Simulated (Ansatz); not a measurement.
Species: CH$_{6}$BO$_{3}$ (charge +1, singlet). It need not be the lowest isomer of its formula. 
Structure (B3LYP-D3(BJ)/def2-TZVP (Ansatz, an electronic-structure program) minimum search):
```xyz
11

C      1.8880     0.6684    -0.0131
O      0.7610    -0.2152     0.4091
B     -0.6367    -0.1755    -0.0382
O     -1.3359    -1.1303     0.5713
O     -0.8568     0.7880    -0.9271
H      2.2425     1.1751     0.8783
H      2.6393     0.0281    -0.4632
H      1.4583     1.3575    -0.7294
H      0.9812    -0.9012     1.0607
H     -2.2757    -1.2491     0.3949
H     -1.7367     0.9173    -1.2979
```
Charge +1, spin multiplicity 1.

Total electronic energies in hartree. Valence correlation only, unless marked. Spin-orbit coupling is left out. Non-relativistic. CBS marks a two-point X^-3 extrapolation of the correlation energy; Hartree-Fock from the larger set.

```csv
level,program,energy (Eh)
PBE-D3(BJ)/def2-TZVPD,Ansatz + dftd3,-291.89236
BLYP/def2-TZVPD,Ansatz,-292.15447
r2SCAN/def2-TZVPD,Ansatz,-292.07400
PBE0-D4/def2-TZVP,Ansatz + dftd4,-291.90398
PBE0-D4/def2-TZVPD,Ansatz + dftd4,-291.90558
r2SCAN0/def2-TZVPD,Ansatz,-292.03724
HSE06/def2-TZVPD,Ansatz,-291.88721
CAM-B3LYP/def2-TZVPD,Ansatz,-292.12029
LC-wPBE-D3(BJ)/def2-TZVPD,Ansatz + dftd3,-292.05741
LC-wPBE/def2-TZVPD,Ansatz,-292.05196
B2PLYP-D4/def2-TZVPD,Ansatz + dftd4,-292.02227
RPA@PBE/cc-pVTZ,Ansatz,-292.13398
MP2/STO-3G,Ansatz,-286.98924
MP2/cc-pVTZ,Ansatz,-291.62873
"RI-MP2/CBS(cc-pVTZ,cc-pVQZ)",Ansatz,-291.7769
SCS-MP2/6-31G,Ansatz,-290.89873
SCS-MP2/6-31G*,Ansatz,-291.22868
CCSD/STO-3G,Ansatz,-287.03597
CCSD/6-31G,Ansatz,-290.93080
CCSD/cc-pVTZ,Ansatz,-291.65334
CCSD(T)/6-31G,Ansatz,-290.94087
CCSD(T)/cc-pwCVTZ,Ansatz,-291.70744
"CCSD(T)/CBS(cc-pVTZ,cc-pVQZ)",Ansatz,-291.8287
```

Totals of different functionals don't rank their quality; only differences between species are comparable.
